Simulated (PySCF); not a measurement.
# `N#CC([SiH3])=C=C[SiH3]`, C4H7NSi2

Molfile (atoms numbered from 1):
```
C4H7NSi2
     RDKit          3D

 14 13  0  0  0  0  0  0  0  0999 V2000
    1.1665    3.1608    1.1085 N   0  0  0  0  0  0  0  0  0  0  0  0
    0.9899    2.0757    0.7363 C   0  0  0  0  0  0  0  0  0  0  0  0
    0.8446    0.7216    0.3103 C   0  0  0  0  0  0  0  0  0  0  0  0
    2.2386   -0.5099    0.6767 Si  0  0  0  0  0  4  0  0  0  0  0  0
   -0.2407    0.3156   -0.3250 C   0  0  0  0  0  0  0  0  0  0  0  0
   -1.3132   -0.1332   -0.9120 C   0  0  0  0  0  0  0  0  0  0  0  0
   -2.7636   -0.8180    0.0718 Si  0  0  0  0  0  4  0  0  0  0  0  0
    2.4110   -0.6347    2.1526 H   0  0  0  0  0  0  0  0  0  0  0  0
    3.5071   -0.0177    0.0673 H   0  0  0  0  0  0  0  0  0  0  0  0
    1.8379   -1.8156    0.0824 H   0  0  0  0  0  0  0  0  0  0  0  0
   -1.3656   -0.0987   -2.0087 H   0  0  0  0  0  0  0  0  0  0  0  0
   -3.0045   -2.2360   -0.3294 H   0  0  0  0  0  0  0  0  0  0  0  0
   -2.4312   -0.7416    1.5216 H   0  0  0  0  0  0  0  0  0  0  0  0
   -3.9887   -0.0197   -0.2270 H   0  0  0  0  0  0  0  0  0  0  0  0
  1  2  3  0
  2  3  1  0
  3  4  1  0
  3  5  2  0
  5  6  2  0
  6  7  1  0
  4  8  1  0
  4  9  1  0
  4 10  1  0
  6 11  1  0
  7 12  1  0
  7 13  1  0
  7 14  1  0
M  END
```

Method: TDDFT CAM-B3LYP/aug-cc-pVDZ circular dichroism and optical rotation, one conformer, gas phase (PySCF 2.14.0). Geometry: PBE0-D3(BJ)/def2-SVP.

No stereocentre is labelled: unless the shape is locked (an allene, a helicene, a hindered biaryl), the mirror image is equally populated and a measured rotation or CD is zero. Singlets 10 and 11 lie within 0.01 eV of each other, so their separate moments and overlaps can depend on how they mix.

Task: Draw the ECD and absorption spectra from the lowest 12 states, each a Gaussian of half-width 0.2 eV at 1/e height.

Result: 
| E (eV) | λ (nm) | Δε (L mol⁻¹ cm⁻¹) | ε (L mol⁻¹ cm⁻¹) |
| --- | --- | --- | --- |
| 4.82 | 257 | 0.00 | 0.325 |
| 4.97 | 249 | -0.11 | 7.89 |
| 5.12 | 242 | -0.90 | 62.4 |
| 5.27 | 235 | -2.47 | 166 |
| 5.42 | 229 | -3.00 | 186 |
| 5.57 | 223 | -2.65 | 603 |
| 5.72 | 217 | -3.04 | 6130 |
| 5.87 | 211 | -7.59 | 24300 |
| 6.02 | 206 | -9.58 | 31500 |
| 6.17 | 201 | -3.90 | 13300 |
| 6.32 | 196 | +0.39 | 1860 |
| 6.47 | 192 | +4.08 | 923 |
| 6.62 | 187 | +19.02 | 9340 |
| 6.77 | 183 | +60.14 | 38200 |
| 6.92 | 179 | +58.48 | 53500 |
| 7.07 | 175 | -24.60 | 28000 |
| 7.22 | 172 | -44.22 | 9090 |
| 7.37 | 168 | -5.31 | 9990 |
| 7.52 | 165 | +12.43 | 19300 |

Δε uses R in velocity form, ε uses f in length form. Only the states computed contribute, so the short-wavelength end is incomplete.
